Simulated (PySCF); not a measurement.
# Ag⁺: excitation energy

Ag⁺ [Kr] 4d10 (1S) → Ag⁺ [Kr] 4d9 5s1 (3D), as a difference of total energies. Calculation: PySCF 2.14, in x2c-TZVPPall (8s6p6d2f1g, 79 functions); scalar relativity by spin-free X2C-1e. Correlated levels: valence: [Kr] frozen; valence and next inner shell: [Ar] 3d10 frozen. The calculations carry no spin-orbit coupling.

```tsv
method	excitation energy (eV)
UHF	4.369
LDA	4.933
PBE	4.841
PBE0	4.904
r2SCAN	4.807
MN15	5.080
B97-3	5.084
M06-2X	5.157
wB97X-V	5.183
MP2 (valence)	5.348
SCS-MP2 (valence)	5.334
MP2 (valence and next inner shell)	5.236
SCS-MP2 (valence and next inner shell)	5.188
```

**Question.** How much does correlation contribute at MP2 (valence and next inner shell)?

**Answer.** 5.236 − (4.369) = 0.867 eV, measured against UHF.

Errors of the correlated levels include the incompleteness of this basis and the frozen core.

The basis was made for the ground configuration and has no added diffuse functions, so the excitation energy can come out too high.

For comparison: 5.035 eV (measured; NIST levels, between the centres of gravity of the two terms).
